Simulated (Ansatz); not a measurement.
`[OH][In]([Cl])[Br]` + H₂O → `[OH][In]([OH])[Br]` + HCl  (formal hydrolysis of the In–Cl bond)

Computed with Ansatz on PBE0-D4/def2-TZVP structures; ΔE is electronic, products minus reactants. CCSD(T)/CBS adds triple-zeta CCSD(T) − MP2 to the extrapolated MP2 energy (def2 sets, frozen cores). This one scheme is used for every species. def2 core potentials past Kr. For Br, In outer-core shells are correlated without core-valence functions, which leaves a few kJ/mol of doubt a bond. Scalar relativity is left out up to krypton. Each species was taken in one conformer, which may not be the lowest.

| species | HF/CBS(def2) energy (Eh) |
| --- | --- |
| `[OH][In]([Cl])[Br]` | -3296.83209 |
| H₂O | -76.06721 |
| `[OH][In]([OH])[Br]` | -2912.74658 |
| HCl | -460.11403 |

(1) Work out ΔE.

Largest T1 diagnostic among the species: 0.014.

## Answers

(1) ΔE = (-2912.74658) + (-460.11403) − (-3296.83209) − (-76.06721) = 0.03869 Eh = +24.3 kcal/mol. CCSD(T)/CBS gives +20.6 kcal/mol.

In def2-TZVPP, CCSD(T) changes the Hartree–Fock value by −4.4 kcal/mol (the triples alone add −0.5 kcal/mol) and MP2 by −4.0 kcal/mol. From PBE to PBE0 (25 % exact exchange), in def2-TZVPP and without D4, ΔE moves by +2.1 kcal/mol.
